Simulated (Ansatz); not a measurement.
Geometry optimisation, RKS revPBE/def2-SVP in Ansatz 0.2.0.

Input:

```yaml
crystal:
  periodic: [false, false, false]
  atoms:
    - { symbol: W, position_ang: [-0.006989, -0.104002, -0.319549] }
    - { symbol: H, position_ang: [0.596793, -0.586866, 1.21908] }
    - { symbol: F, position_ang: [1.86716, 0.072558, -0.448353] }
    - { symbol: O, position_ang: [-0.292292, 1.6375, -1.016568] }
    - { symbol: H, position_ang: [-0.603335, 2.321763, -0.385623] }
    - { symbol: F, position_ang: [-1.360599, 0.484292, 0.88368] }
    - { symbol: F, position_ang: [-0.983081, -1.708578, -0.122466] }
    - { symbol: F, position_ang: [0.157488, -0.825343, -2.05584] }
    - { symbol: O, position_ang: [1.206641, 1.806741, 1.843475] }
    - { symbol: H, position_ang: [2.133934, 1.736372, 1.53738] }
    - { symbol: H, position_ang: [1.05648, 0.908864, 2.243185] }
basis:
  gaussian: { orbitals: def2-SVP }
hamiltonian:
  xc: revpbe
relax:
  f_tol: 0.03
  max_steps: 50
```

Command:

```bash
$ ansatz run input.yaml --threads 4 --pin off --max-ram 5120MiB --backend cpu --events-out ev --progress --plain --runs-dir out
```

Question: Where does it end, and by what steps?

Answer: It converged. After 12 steps the energy has fallen by 0.285 eV; H11 moved furthest, 0.57 Å. Joined: W1–O9 (3.13 → 2.48 Å).

| step | energy less start (eV) | largest force component (eV/Å) | accepted |
| --- | --- | --- | --- |
| 0 | 0.0000 | 0.718 | yes |
| 1 | 0.0120 | 2.017 | no |
| 2 | -0.0493 | 0.814 | yes |
| 3 | -0.0779 | 0.922 | yes |
| 4 | -0.1060 | 1.094 | yes |
| 5 | -0.1618 | 1.198 | yes |
| 6 | -0.2166 | 0.919 | yes |
| 7 | -0.2493 | 0.801 | yes |
| 8 | -0.2766 | 0.453 | yes |
| 9 | -0.2612 | 0.353 | no |
| 10 | -0.2833 | 0.248 | yes |
| 11 | -0.2853 | 0.037 | yes |
| 12 | -0.2854 | 0.023 | yes |

```xyz
11
Properties=species:S:1:pos:R:3
W 0.065 -0.059 -0.204
H 0.753 -0.776 1.199
F 1.945 0.069 -0.478
O -0.334 1.675 -0.889
H -0.279 2.434 -0.273
F -1.266 0.390 1.099
F -0.912 -1.678 -0.118
F 0.128 -0.648 -2.000
O 1.012 1.592 1.380
H 1.972 1.399 1.390
H 0.689 1.346 2.271
```

Whether the end is a true minimum wasn't checked by a vibrational analysis.

Time of the run: 9.9 s on 4 threads of AMD EPYC 9R45 96-Core Processor (Zen 5), on a shared host, peak memory 0.21 GiB.
